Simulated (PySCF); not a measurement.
M06-2X on In⁻ (indium, charge -1), [Kr] 4d10 5s2 5p2, high-spin 3P determinant. All numbers are calculated (PySCF 2.14, the spin-free X2C one-electron Hamiltonian (Gaussian nucleus), in x2c-TZVPPall with one added diffuse shell each of s, p, d, f type (9s7p5d3f, 76 functions)).

```
cycle= 1 E= -5881.41270523865  delta_E= -0.00742  |g|= 0.0149  |ddm|= 0.189
cycle= 2 E= -5881.41301310857  delta_E= -0.000308  |g|= 0.00595  |ddm|= 0.0777
cycle= 3 E= -5881.41308871174  delta_E= -7.56e-05  |g|= 0.00424  |ddm|= 0.051
cycle= 4 E= -5881.41310920891  delta_E= -2.05e-05  |g|= 0.00115  |ddm|= 0.0218
cycle= 5 E= -5881.41311661191  delta_E= -7.4e-06  |g|= 0.000243  |ddm|= 0.024
cycle= 6 E= -5881.41311686891  delta_E= -2.57e-07  |g|= 9.06e-05  |ddm|= 0.00388
cycle= 7 E= -5881.413116902  delta_E= -3.31e-08  |g|= 2.86e-05  |ddm|= 0.00128
cycle= 8 E= -5881.413116903  delta_E= -9.98e-10  |g|= 8.78e-06  |ddm|= 0.000137
converged SCF energy = -5881.413116903  <S^2> = 2.0056686  2S+1 = 3.0037767
```

Highest occupied orbital energy: 0.345 eV; ⟨L²⟩ = 2.01; populations by l: s 10.00, p 20.00, d 20.00, f 0.00.

Problem. Can this result be used?

Solution. With care. The calculation finished and met its thresholds. At M06-2X the highest occupied level has a positive energy, so only the finite basis holds that electron; in a semilocal or global hybrid functional this comes from self-interaction and does not mean that the real anion is unbound.
